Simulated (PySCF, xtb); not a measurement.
Cs(Cl) cation (ClCs), SMILES [Cl][Cs] (connectivity only; charge and spin as stated), charge +1, multiplicity 2.

Harmonic wavenumbers (cm⁻¹) from GFN2-xTB in xtb 6.7.1 at its own minimum, in rising order: 71.

What does B3LYP-D3(BJ)/def2-TZVPD run with PySCF give at its own minimum? (The exact figures need the calculation; the answer reports its results.)

63. Paired by order, the mean absolute difference is 8 cm⁻¹ and the zero-point energies are 0.1 and 0.1 kcal/mol.
